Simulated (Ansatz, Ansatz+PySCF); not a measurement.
| atom | x (Å) | y (Å) | z (Å) |
| --- | --- | --- | --- |
| K | 0.0000 | 0.0000 | -1.2535 |
| Cl | 0.0000 | 0.0000 | 1.4010 |

Basis set: def2-SVP (spherical functions). Left uncorrelated: 10 orbitals. Charge 0, multiplicity 1.

Computed with Ansatz (development build ahead of 0.2.0); each method stands on the lowest determinant of its kind that the runs found. Restricted open shells among the atoms or ions are ROHF, correlated in semicanonical orbitals with singles. Restricted functionals stand beside restricted open-shell atoms, which can lie above the unrestricted atoms usual in DFT and then raise those values.

(1) Give the atomization energy at this shape (free ground-state atoms in the same class of orbitals less the molecule, no zero-point energy) of singlet KCl by ωB97X (restricted), ωB97X (unrestricted), r²SCAN (restricted), r²SCAN (unrestricted), PBE0 (restricted), PBE0 (unrestricted), PBE (unrestricted), PBE (restricted), RHF-CCSD(T), RHF-CCSD, RHF-MP2, RHF, UHF.

## Answers

(1)

| method | atomization energy |
| --- | --- |
| ωB97X (restricted) | 426.4 kJ/mol |
| ωB97X (unrestricted) | 422.5 kJ/mol |
| r²SCAN (restricted) | 413.0 kJ/mol |
| r²SCAN (unrestricted) | 407.6 kJ/mol |
| PBE0 (restricted) | 396.7 kJ/mol |
| PBE0 (unrestricted) | 392.8 kJ/mol |
| PBE (unrestricted) | 393.2 kJ/mol |
| PBE (restricted) | 395.9 kJ/mol |
| RHF-CCSD(T) | 349.9 kJ/mol |
| RHF-CCSD | 347.8 kJ/mol |
| RHF-MP2 | 360.2 kJ/mol |
| RHF | 306.2 kJ/mol |
| UHF | 295.8 kJ/mol |
